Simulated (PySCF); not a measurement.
# Excitation energy of Te²⁺ by level of theory

Te²⁺ [Kr] 4d10 5s2 5p2 (3P) → Te²⁺ [Kr] 4d10 5s1 5p2 5d1 (high-spin determinant), as a difference of total energies. Calculation: PySCF 2.14, in x2c-TZVPPall with one added diffuse shell each of s, p, d, f type (9s7p5d3f, 76 functions); the spin-free X2C one-electron Hamiltonian (Gaussian nucleus). Correlated levels: valence: [Kr] 4d10 frozen. The calculations carry no spin-orbit coupling.

```
           method  excitation energy (eV)
              UHF                  19.267
    MP2 (valence)                  20.037
SCS-MP2 (valence)                  20.415
   CCSD (valence)                  19.822
CCSD(T) (valence)                  19.745
```

**Question.** How much does correlation contribute at CCSD(T) (valence)?

**Answer.** 19.745 − (19.267) = 0.478 eV, measured against UHF.

The promoted electron is Rydberg-like, and one or two diffuse shells describe it only roughly, which tends to raise the upper state.

The coupled-cluster amplitudes are large for the upper state (T1 above 0.03 or a double amplitude above 0.15), so a single reference is strained.

The determinant of the upper state mixes LS terms, which raises its energy above the lowest term, most at the Hartree-Fock and MP2 levels.
